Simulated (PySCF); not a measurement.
Working out the ionisation energy of O²⁺

O²⁺ [He] 2s2 2p2 (3P) → O³⁺ [He] 2s2 2p1 (2P). Computed with PySCF 2.14 in aug-cc-pwCVDZ, with the non-relativistic Hamiltonian (point nucleus). Frozen: 1s2. Energies in hartree (1 hartree = 27.21139 eV):

```tsv
part	O²⁺ (lower)	O³⁺ (upper)
UHF	-73.084954	-71.081391
CCSD correlation	-0.083465	-0.085140
(T)	-0.000714	-0.000538
```

**Question.** What does Hartree-Fock give?

**Answer.** (-71.081391) − (-73.084954) = 2.003563 hartree = 54.520 eV.

**Question.** What do CCSD and CCSD(T) give?

**Answer.** The CCSD correlation energies differ by -0.001675 hartree = -0.046 eV and the triples by 0.000176 hartree = 0.005 eV, so CCSD gives 54.474 eV and CCSD(T) 54.479 eV.

A first-order spin-orbit estimate adds -0.004 eV to CCSD(T) (valence), giving 54.475 eV against 54.936 eV (semi-empirical (NIST evaluation); NIST Atomic Spectra Database, ionization energies).

A double-zeta basis recovers only part of the correlation energy.

What remains against the reference includes basis incompleteness, the frozen core and higher excitations.
